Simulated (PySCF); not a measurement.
**Correlation energy of Co¹⁴⁺ (cobalt, charge +14)**

[Ne] 3s2 3p1, 2P determinant. Computed with PySCF 2.14 in an uncontracted even-tempered set (19 s from 0.81 bohr⁻², ratio 2.5; 12 p from 1.1 bohr⁻², ratio 2.5; 5 d from 5.6 bohr⁻², ratio 2.7; 4 f from 8.5 bohr⁻², ratio 2.7), with the spin-free X2C one-electron Hamiltonian (Gaussian nucleus). Frozen: 1s2; 11 electrons correlated; the 22 highest virtual orbitals of each spin left out.

MP2 pair energies summed by pair of shells (mhartree):

```csv
pair,energy,share (%)
2p-2p,-202.48,48.1
2s-2p,-58.78,14.0
3s-3s,-45.84,10.9
2p-3s,-42.26,10.0
3s-3p,-31.80,7.6
2p-3p,-19.28,4.6
2s-2s,-10.29,2.4
2s-3s,-6.72,1.6
2s-3p,-3.58,0.9
```

Total MP2 correlation energy: -421.03 mhartree.

Same-spin part -101.59 and opposite-spin part -319.44 mhartree; SCS-MP2 scales them by 1/3 and 6/5 to -417.19 mhartree.
